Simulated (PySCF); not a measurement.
**Working with the constants of SeH**

UHF-CCSD(T) constants of SeH, ²Π (doublet), unpaired electrons π ↑ (basis H 6-31G(d,p), Se 6-31G(d,p); no relativity; PySCF 2.14; masses 1.0078 and 79.9165 u):

| Quantity | Value |
| --- | --- |
| ωe | 2445.3 cm⁻¹ |
| ωexe | 49.0 cm⁻¹ |
| Be | 7.8808 cm⁻¹ |
| αe | 0.232 cm⁻¹ |
| De to H + Se | 3.05 eV |

What force constant and bond length do these constants imply?

Reduced mass μred = 0.99527 u; k = 5.8918×10⁻⁷·μred·ωe² (u, cm⁻¹, mdyn/Å) = 3.51 mdyn/Å; Re = √(16.8576/(μred·Be)) (u, cm⁻¹, Å) = 1.466 Å.

Estimate the centrifugal constant D from the Kratzer relation and find the Dunham coefficient a1.

D = 4Be³/ωe² = 0.000327 cm⁻¹; a1 = −1 − αeωe/(6Be²) = -2.52.

Correlated steps freeze 9 core orbitals. Correlated levels converge slowly with the basis: in double zeta they bind strong bonds too weakly, by up to about 1 eV, and carry superposition errors of some tenths. Spin–orbit coupling is left out. The state was picked by a PBE0 search and need not be the measured ground state.
